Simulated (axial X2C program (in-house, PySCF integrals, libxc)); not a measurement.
**SnTe⁺ along the bond: PBE0, with spin–orbit coupling**

Computed with an axial X2C code built on PySCF integrals. Two-component (2c) means X2C with spin–orbit coupling and atomic mean-field two-electron Coulomb and Gaunt terms. Basis: Te dyall-cv3z [11s12p8d4f1g], Sn dyall-cv3z [11s12p9d4f1g] (cores contracted in-house); Gaussian nuclei, density fitting, unrestricted open shells. Masses: Te 129.906 u, Sn 119.902 u.

State: Ω = 3/2 (⟨Sz⟩ = 0.50, ⟨Lz⟩ = 1.00 at PBE0). Dipoles are positive if Sn is the positive end and refer to the centre of mass.

```tsv
R (Å)	μ (D)	HOMO (eV)	LUMO (eV)
2.529	2.176	-12.53	-10.32
2.609	2.554	-12.34	-10.12
2.690	2.921	-12.15	-9.94
2.784	3.333	-11.93	-9.74
2.878	3.715	-11.72	-9.57
2.999	4.138	-11.47	-9.37
```

**Question.** The minimum lies at 2.686 Å. What is the dipole moment there?

**Answer.** At PBE0, 2c, with the sign and origin stated: μ = 2.90 D.

Occupations by symmetry block were frozen at the best pattern of an incomplete PBE0 search. Density functionals use the spin component along the axis (collinear). Without a current term, density functionals place determinants with orbital angular momentum somewhat too high.
